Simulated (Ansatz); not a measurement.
Harmonic vibrations of Pb3O4⁺ by finite differences.

```yaml
crystal:
  periodic: [false, false, false]
  atoms:
    - {symbol: Pb, position_ang: [-1.086044, -0.895442, -2.185766]}
    - {symbol: Pb, position_ang: [1.679465, 0.163635, -0.506585]}
    - {symbol: Pb, position_ang: [-1.076523, -1.105424, 1.884833]}
    - {symbol: O, position_ang: [0.557847, 0.336238, -2.300668]}
    - {symbol: O, position_ang: [-0.264799, -1.106425, -0.048274]}
    - {symbol: O, position_ang: [-0.236028, 1.045259, 2.060740]}
    - {symbol: O, position_ang: [0.426082, 1.562158, 1.095729]}
basis:
  gaussian: {orbitals: def2-SVP}
total_charge: 1
magnetization: {spin_polarized: true, initial_magnetization: 1}
hamiltonian: {xc: pbe0, dispersion: d4}
scf: {omitted_lower_state_checks: [starts]}
phonons: {temperatures: {t_min: 298.15, t_max: 900, t_step: 200}}
```

```sh
$ ansatz run in.yaml --threads 4 --pin off --events-out ev --progress --plain --max-ram 4787MiB
```

Shortened log:

```
Functional definition: PBE0
mean field -23911.94241190 eV, -878.7476755407 hartree, gradient 2.1e-5 eV, S^2 0.756242; 0 other end points of the search recorded, 0 dependent functions left out
mean field -23911.94234681 eV, -878.7476731486 hartree, gradient 1.4e-6 eV, S^2 0.756242; 0 other end points of the search recorded, 0 dependent functions left out
mean field -23911.94237350 eV, -878.7476741296 hartree, gradient 2.1e-6 eV, S^2 0.756242; 0 other end points of the search recorded, 0 dependent functions left out
mean field -23911.94236647 eV, -878.7476738711 hartree, gradient 1.8e-6 eV, S^2 0.756241; 0 other end points of the search recorded, 0 dependent functions left out
mean field -23911.94241138 eV, -878.7476755214 hartree, gradient 2.8e-6 eV, S^2 0.756243; 0 other end points of the search recorded, 0 dependent functions left out
mean field -23911.94235666 eV, -878.7476735105 hartree, gradient 2.0e-6 eV, S^2 0.756243; 0 other end points of the search recorded, 0 dependent functions left out
mean field -23911.94242487 eV, -878.7476760172 hartree, gradient 1.3e-6 eV, S^2 0.756241; 0 other end points of the search recorded, 0 dependent functions left out
mean field -23911.94236546 eV, -878.7476738341 hartree, gradient 2.0e-6 eV, S^2 0.756245; 0 other end points of the search recorded, 0 dependent functions left out
mean field -23911.94237422 eV, -878.7476741560 hartree, gradient 2.1e-6 eV, S^2 0.756239; 0 other end points of the search recorded, 0 dependent functions left out
mean field -23911.94239374 eV, -878.7476748734 hartree, gradient 2.3e-6 eV, S^2 0.756239; 0 other end points of the search recorded, 0 dependent functions left out
mean field -23911.94240919 eV, -878.7476754411 hartree, gradient 1.2e-6 eV, S^2 0.756246; 0 other end points of the search recorded, 0 dependent functions left out
mean field -23911.94235451 eV, -878.7476734316 hartree, gradient 1.3e-6 eV, S^2 0.756241; 0 other end points of the search recorded, 0 dependent functions left out
mean field -23911.94238974 eV, -878.7476747263 hartree, gradient 3.0e-6 eV, S^2 0.756244; 0 other end points of the search recorded, 0 dependent functions left out
mean field -23911.94237629 eV, -878.7476742320 hartree, gradient 2.5e-6 eV, S^2 0.756233; 0 other end points of the search recorded, 0 dependent functions left out
mean field -23911.94241654 eV, -878.7476757111 hartree, gradient 1.7e-6 eV, S^2 0.756251; 0 other end points of the search recorded, 0 dependent functions left out
mean field -23911.94236898 eV, -878.7476739635 hartree, gradient 2.9e-6 eV, S^2 0.756221; 0 other end points of the search recorded, 0 dependent functions left out
mean field -23911.94241170 eV, -878.7476755331 hartree, gradient 1.3e-6 eV, S^2 0.756264; 0 other end points of the search recorded, 0 dependent functions left out
mean field -23911.94240334 eV, -878.7476752262 hartree, gradient 2.8e-6 eV, S^2 0.756241; 0 other end points of the search recorded, 0 dependent functions left out
mean field -23911.94232452 eV, -878.7476723293 hartree, gradient 1.8e-6 eV, S^2 0.756243; 0 other end points of the search recorded, 0 dependent functions left out
mean field -23911.94238481 eV, -878.7476745451 hartree, gradient 2.5e-6 eV, S^2 0.756242; 0 other end points of the search recorded, 0 dependent functions left out
mean field -23911.94234198 eV, -878.7476729711 hartree, gradient 1.8e-6 eV, S^2 0.756242; 0 other end points of the search recorded, 0 dependent functions left out
mean field -23911.94240248 eV, -878.7476751943 hartree, gradient 1.7e-6 eV, S^2 0.756243; 0 other end points of the search recorded, 0 dependent functions left out
mean field -23911.94237380 eV, -878.7476741403 hartree, gradient 2.1e-6 eV, S^2 0.756241; 0 other end points of the search recorded, 0 dependent functions left out
mean field -23911.94234705 eV, -878.7476731575 hartree, gradient 1.3e-6 eV, S^2 0.756241; 0 other end points of the search recorded, 0 dependent functions left out
mean field -23911.94240393 eV, -878.7476752476 hartree, gradient 2.0e-6 eV, S^2 0.756243; 0 other end points of the search recorded, 0 dependent functions left out
mean field -23911.94239749 eV, -878.7476750110 hartree, gradient 2.2e-6 eV, S^2 0.756243; 0 other end points of the search recorded, 0 dependent functions left out
mean field -23911.94238733 eV, -878.7476746378 hartree, gradient 2.7e-6 eV, S^2 0.756241; 0 other end points of the search recorded, 0 dependent functions left out
mean field -23911.94239323 eV, -878.7476748546 hartree, gradient 2.1e-6 eV, S^2 0.756244; 0 other end points of the search recorded, 0 dependent functions left out
mean field -23911.94240615 eV, -878.7476753292 hartree, gradient 1.9e-6 eV, S^2 0.756240; 0 other end points of the search recorded, 0 dependent functions left out
mean field -23911.94234484 eV, -878.7476730761 hartree, gradient 2.5e-6 eV, S^2 0.756240; 0 other end points of the search recorded, 0 dependent functions left out
mean field -23911.94235621 eV, -878.7476734941 hartree, gradient 2.3e-6 eV, S^2 0.756244; 0 other end points of the search recorded, 0 dependent functions left out
mean field -23911.94235873 eV, -878.7476735865 hartree, gradient 2.7e-6 eV, S^2 0.756251; 0 other end points of the search recorded, 0 dependent functions left out
mean field -23911.94237137 eV, -878.7476740513 hartree, gradient 2.8e-6 eV, S^2 0.756234; 0 other end points of the search recorded, 0 dependent functions left out
mean field -23911.94237612 eV, -878.7476742257 hartree, gradient 2.6e-6 eV, S^2 0.756263; 0 other end points of the search recorded, 0 dependent functions left out
mean field -23911.94235582 eV, -878.7476734796 hartree, gradient 1.3e-6 eV, S^2 0.756222; 0 other end points of the search recorded, 0 dependent functions left out
mean field -23911.94234597 eV, -878.7476731177 hartree, gradient 1.6e-6 eV, S^2 0.756246; 0 other end points of the search recorded, 0 dependent functions left out
mean field -23911.94228445 eV, -878.7476708571 hartree, gradient 1.5e-6 eV, S^2 0.756238; 0 other end points of the search recorded, 0 dependent functions left out
mean field -23911.94238013 eV, -878.7476743731 hartree, gradient 2.3e-6 eV, S^2 0.756239; 0 other end points of the search recorded, 0 dependent functions left out
mean field -23911.94234475 eV, -878.7476730731 hartree, gradient 1.2e-6 eV, S^2 0.756245; 0 other end points of the search recorded, 0 dependent functions left out
mean field -23911.94240560 eV, -878.7476753092 hartree, gradient 2.5e-6 eV, S^2 0.756245; 0 other end points of the search recorded, 0 dependent functions left out
mean field -23911.94233861 eV, -878.7476728473 hartree, gradient 2.6e-6 eV, S^2 0.756239; 0 other end points of the search recorded, 0 dependent functions left out
mean field -23911.94233121 eV, -878.7476725754 hartree, gradient 2.4e-6 eV, S^2 0.756243; 0 other end points of the search recorded, 0 dependent functions left out
mean field -23911.94229982 eV, -878.7476714218 hartree, gradient 1.5e-6 eV, S^2 0.756242; 0 other end points of the search recorded, 0 dependent functions left out
Total energy: -23912.25611675 eV, -878.7592039813 hartree
Atom 0 at    -1.086044    -0.895442    -2.185766 Å, force    -0.001805    -0.001644     0.000042 eV/Å
Atom 1 at     1.679465     0.163635    -0.506585 Å, force    -0.002859    -0.001926    -0.005156 eV/Å
Atom 2 at    -1.076523    -1.105424     1.884833 Å, force    -0.002993    -0.005044     0.000441 eV/Å
Atom 3 at     0.557847     0.336238    -2.300668 Å, force     0.004501     0.001973     0.002877 eV/Å
Atom 4 at    -0.264799    -1.106425    -0.048274 Å, force     0.001614     0.001646     0.002118 eV/Å
Atom 5 at    -0.236028     1.045259     2.060740 Å, force    -0.000303     0.000041     0.001533 eV/Å
Atom 6 at     0.426082     1.562158     1.095729 Å, force     0.001844     0.004954    -0.001854 eV/Å
Dipole moment:    -0.493220    -0.904575     0.356985 e Å
Vibrations: 40.30 51.80 93.44 108.04 129.64 146.82 201.37 229.62 289.84 311.78 386.95 487.63 599.48 641.88 1325.36 cm⁻¹, zero-point energy 0.312686 eV
Checks for a lower state left out: starts
```

It took 6.2 min on 4 threads of Intel Xeon on a shared host, peak host memory 0.78 GiB.

In the def2 sets Pb takes a core potential; there is no spin–orbit coupling. The structure holds one bond between oxygen atoms, so isomers without such links may lie far lower. The relaxation made no stability test and no search for a lower SCF solution. The structure comes from a short search, and lower isomers may exist.
